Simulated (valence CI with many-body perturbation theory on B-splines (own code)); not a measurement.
**Questions on Xe L**

Computed by relativistic CI+MBPT: three valence electrons over a frozen Dirac-Fock core [He], radial functions for each j: 9 s, 9 p, 8 d, 6 f, 3 g, 1 h, with the one-electron correlation potential Σ1, the two-electron term Σ2, the three-electron term Σ3, Breit, model QED; selected CI, second order for the rest, scaled by the run's own slope (own B-spline code, finite nucleus).

No measured spectrum was set against this ion. As an estimate, large intervals hold to a few tenths of a per cent, small ones and those within an open d or f shell to about a per cent.

Levels are named by their leading jj configuration (3d3/2^4 stands for four electrons in 3d with j = 3/2), which in mixed levels can hold well under half, so a name can repeat and another be missing.

Rates and lifetimes use the calculated energies. Strong lines usually hold to 10 to 20 %, long lifetimes can be off by a factor of two.

(1) What is the ground level?

(2) What are the static dipole polarisabilities of the lowest levels?

(3) Name the longest-lived excited levels whose lifetime is computed, and their main decay.

(4) How well does LS coupling describe the low levels?

(5) Where does the other parity begin?

(6) What is the ionisation energy?

(7) Among levels below 5707.0 eV, which E1 lines absorb most strongly from the ground level?

Answers

(1) (2s^2 2p1/2) J=1/2, composition 100 % 2s2.2p 2P°, g = 0.641.

(2) (2s^2 2p1/2) J=1/2 0.000680 bohr³, of which the core gives 9.18e-07.

(3) (2s^2 2p3/2) J=3/2 at 358.3 eV lives 1.46 ns, mostly by E1 to (2s 2p1/2^2) J=1/2; (2s 2p1/2 2p3/2) J=3/2 at 472.3 eV lives 261 ps, mostly by E1 to (2s^2 2p1/2) J=1/2; (2s 2p1/2 2p3/2) J=5/2 at 504.0 eV lives 244 ps, mostly by E1 to (2s^2 2p3/2) J=3/2.

(4) Among the lowest 20 levels the leading LS term, summed over configurations, holds 76 % on average. For single configurations the figures are 76 % in LS and 98 % in jj coupling. Terms mix most in the J = 3/2 level at 729.0 eV, where the leading one holds 46 %.

(5) At (2s 2p1/2^2) J=1/2, 163.4 eV.

(6) 9238.2 eV; NIST lists 9243 ± 4 eV (theoretical).

(7) to (2s^2 3d3/2) J=3/2 at 0.2301 nm, f = 0.485; to (2s 2p1/2 3p1/2) J=3/2 at 0.2313 nm, f = 0.303; to (2s 2p1/2 3p3/2) J=3/2 at 0.2263 nm, f = 0.187.
